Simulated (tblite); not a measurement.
Species: C8H9N4 (charge -1).
Atom-mapped SMILES: `[CH3:1][N:2]([CH3:3])[c:4]1[cH:5][cH:6][c:7]2[n-:8][n:9][n:10][c:11]2[cH:12]1` (hydrogens: H13, H14, H15 on C1; H16, H17, H18 on C3; H19 on C5; H20 on C6; H21 on C12)

Computed with GFN2-xTB (tblite): harmonic, unscaled wavenumbers at the GFN2-xTB geometry, gas phase. The method is semi-empirical: single wavenumbers can be off by several per cent or more.

Harmonic wavenumbers (cm⁻¹): 56.8, 92.2, 171.2, 205.0, 229.7, 246.8, 275.4, 322.0, 384.3, 387.6, 419.7, 457.9, 477.7, 597.1, 618.2, 679.3, 723.2, 743.2, 799.8, 830.4, 843.5, 890.3, 917.6, 994.8, 1004.8, 1046.5, 1081.2, 1130.0, 1133.5, 1144.2, 1155.4, 1209.6, 1215.6, 1236.9, 1262.9, 1290.3, 1323.5, 1365.7, 1405.6, 1418.4, 1448.3, 1483.7, 1486.3, 1494.6, 1502.4, 1512.4, 1561.2, 1601.4, 2796.2, 2809.1, 2935.7, 2941.8, 3013.4, 3022.8, 3028.7, 3031.5, 3048.3.

A = 2495, B = 605.3, C = 514.3 MHz; mass 161.083 u (most abundant isotopes); point group C1, symmetry number 1.

**Question.** Zero-point energy?

**Answer.** Half the sum of the wavenumbers: 35253 cm⁻¹ = 100.79 kcal/mol.

**Question.** Give the ideal-gas entropy at 500 K and 1 bar in the rigid-rotor, harmonic-oscillator model (classical rotation).

**Answer.** Translation 43.73, rotation 31.95, vibration 49.79: S = 125.5 cal/(mol K).

**Question.** And Cp and H(500 K) − H(0)?

**Answer.** Cp = 63.55 cal/(mol K), of which vibrations give 55.60 (their classical limit is 57 R = 113.3); H(500 K) − H(0) = 17.64 kcal/mol without the zero-point energy, 13.67 from vibrations.

**Question.** Blend soft modes into free rotors: weight 1/[1 + (100 cm⁻¹/ν̃)⁴] for the oscillator and the rest for a rotor with moment μB/(μ + B), μ = h/(8π²ν), B = 10⁻⁴⁴ kg m². What vibrational entropy results?

**Answer.** 47.51 cal/(mol K) in place of 49.79, which changes −T·S at 500 K by +1.14 kcal/mol.

**Question.** What must be added to the electronic energy to get the Gibbs energy at 500 K and 1 bar?

**Answer.** ZPE + [H(500 K) − H(0)] − T·S = 100.79 + 17.64 − 62.73 = 55.70 kcal/mol.

**Question.** Which modes carry the vibrational entropy at 500 K?

**Answer.** 56.8 cm⁻¹: 5.59; 92.2 cm⁻¹: 4.63; 171.2 cm⁻¹: 3.41; 205.0 cm⁻¹: 3.06; 229.7 cm⁻¹: 2.85; 246.8 cm⁻¹: 2.71 cal/(mol K); the other 51 give 27.54 together.

Hindered rotation and anharmonicity are outside this model. The structure is chiral; the term R ln 2 for an equal mix with its mirror image is left out.

Shape of the structure used: `[CH3:1][N:2]([CH3:3])[c:4]1[cH:5][cH:6][c:7]2[n-:8][n:9][n:10][c:11]2[cH:12]1`: C1–N2–C4–C5 157°.
